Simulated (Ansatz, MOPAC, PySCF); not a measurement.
Species: CBrF2, charge 1, multiplicity 1. SMILES of the parent species: F[C](Br)F
Structure (B3LYP-D3(BJ)/def2-TZVP (Ansatz, a first-principles code) minimum search):
```
C
F 1 1.2548
F 1 1.2548 2 115.25
Br 1 1.7873 2 122.38 3 -180.00
```
Charge +1, spin multiplicity 1.

Unscaled harmonic wavenumbers (cm⁻¹) in rising order, each level at the stationary point that it reaches from this structure (no distance between atoms moves by over 0.3 Å); the order of modes can differ between levels, and a negative number is imaginary. B3LYP-D3(BJ)/def2-TZVP (PySCF, at the structure above): 356, 420, 632, 748, 1374, 1495.

PM3 (MOPAC): 328, 403, 520, 673, 1521, 1725. Zero-point energy 7.4 against 7.2 kcal/mol; where all levels lie over 400 cm⁻¹, the wavenumbers are on average 0.996 times those of B3LYP-D3(BJ)/def2-TZVP.

HF/6-31G* with LANL2DZ past Ar (Ansatz): 368, 399, 661, 782, 1513, 1708. Zero-point energy 7.8 against 7.2 kcal/mol; where all levels lie over 400 cm⁻¹, the wavenumbers are on average 1.084 times those of B3LYP-D3(BJ)/def2-TZVP.

B3LYP/6-31G* with LANL2DZ past Ar (Ansatz): 351, 392, 606, 718, 1368, 1543. Zero-point energy 7.1 against 7.2 kcal/mol; where all levels lie over 400 cm⁻¹, the wavenumbers are on average 0.987 times those of B3LYP-D3(BJ)/def2-TZVP.
